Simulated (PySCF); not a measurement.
**Relaxation of valence singlet (4f shell in the core) ErBr3**

These are results of PBE0/[Er lcecp-1-TZVP with ECP57, Br def2-TZVP], scalar-relativistic core potentials, density fitting, no spin–orbit coupling, PySCF, not measurements. A (50,194) grid was used.

A hand-made trigonal planar start, of D3h symmetry, held to at least that symmetry:

Coordinates in bohr (charge 0 multiplicity 1):
```
Er    0.0000    0.0000    0.0000
Br    5.2723    0.0000    0.0000
Br   -2.6362    4.5660    0.0000
Br   -2.6362   -4.5660    0.0000
```

Q: What does it relax to?

A: It ends at D3h with Er–Br 2.591 Å (×3); Br–Er–Br 120.0° (×3) (after a last refinement on a finer grid). A frequency run shows a minimum. Other isomers or separated fragments may lie lower.

Q: How much energy is released, and in how many steps?

A: 55.4 kJ/mol in 4 steps.

The 4f shell sits in the core potential, so its spin is not counted.
